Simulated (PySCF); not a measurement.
All values below come from PBE-D3(BJ)/def2-TZVP // PBE0-D4/def2-TZVP (PySCF). All species are isolated molecules in the gas phase. One relaxed conformer stands for a flexible species; it need not be the lowest. Excitations are Tamm–Dancoff values on a coarser integration grid. The basis has no diffuse functions, so Rydberg states are missing or too high.

Reference species (SMILES): `B(O)([SiH2]Cl)O` (neutral, multiplicity 1).

```yaml
S1 excitation (TDA): 5.65 eV
S1 oscillator strength: 0.007
```

Changed species: `Cl[SiH2]C#C` (X = ethynyl; the reference has X = borono).

Q: What does the change do to the S1 excitation (TDA) and S1 oscillator strength?

A: the S1 excitation (TDA) is nearly the same; the S1 oscillator strength stays essentially unchanged.
